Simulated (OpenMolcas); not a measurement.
# Ru5+: moving or changing the point charges

Ru5+ among 6 point charges of -1.5 e arranged as a trigonal antiprism (D3d), 2.21 Å from the ion, with a polar angle of 58.6° against the regular 54.74°.

```json
{
  "Program": "OpenMolcas 26.06",
  "Method": "CASSCF",
  "Basis": "ANO-RCC-VDZP [6s5p3d1f]",
  "Scalar Hamiltonian": "DKH2, point nucleus",
  "Active space": "3 electrons in 5 orbitals (4d)",
  "State averaging": "2S+1 = 4 even, 10 roots; 2S+1 = 2 even, 40 roots",
  "Spin-orbit coupling": "state interaction with AMFI integrals over the reference wave functions"
}
```

Runs around this geometry, states (labels of D3, the rotations of D3d). Energies in cm-1 above the lowest state or level, χT in cm3 K/mol.

| R (Å) | q (e) | Polar angle / regular | Ground state | First state of that spin | First gap with spin-orbit (degeneracies) | χT at 300 K | First state of another spin |
| --- | --- | --- | --- | --- | --- | --- | --- |
| 2.21 | -1.5 | 0.98 | 4A2 | 4E 2856 | 117.5 (2, 2) | 0.469 | 2E 17908 |
| 2.21 | -0.98 | 1.07 | 4A2 | 4A1 1602 | 350.5 (2, 2) | 0.274 | 2E 17562 |
| 2.08 | -1.5 | 1.07 | 4A2 | 4A1 3417 | 299.8 (2, 2) | 0.578 | 2E 17966 |
| 2.21 | -1.5 | 1.07 | 4A2 | 4A1 2471 | 359.0 (2, 2) | 0.411 | 2E 17809 |
| 2.42 | -1.5 | 1.07 | 4A2 | 4A1 1509 | 408.8 (2, 2) | 0.261 | 2E 17528 |

Taking the first state of the same spin as R^-n, n = -ln(1509 / 3417) / ln(2.42 / 2.08) = 5.4 between the shortest and longest distance.

Scaling the charges by -0.98 / -1.5 = 0.65 scales the first state of the same spin by 1602 / 2471 = 0.65; with fixed orbitals a first-order splitting would follow the charge.

Without dynamic correlation the repulsion within the d shell is too large (B by tens of per cent), so at a given field states of lower spin stand too high. Spin-orbit coupling mixes the spin-free states strongly: the lowest level takes only 55 % from its leading state, 4A2 (figures for R = 2.21, q = -0.98, ratio = 1.07; the like holds for R = 2.21, q = -1.5, ratio = 1.07, R = 2.42, q = -1.5, ratio = 1.07). The ground term spreads over less than 5000 cm-1, several times less than with real ligands, so orbital moments are less quenched and χT lies further from the spin-only value than at real sites (holds for R = 2.21, q = -0.98, ratio = 1.07; R = 2.42, q = -1.5, ratio = 1.07). This is an electrostatic model: the charges have no orbitals. No measured value stands beside these numbers.
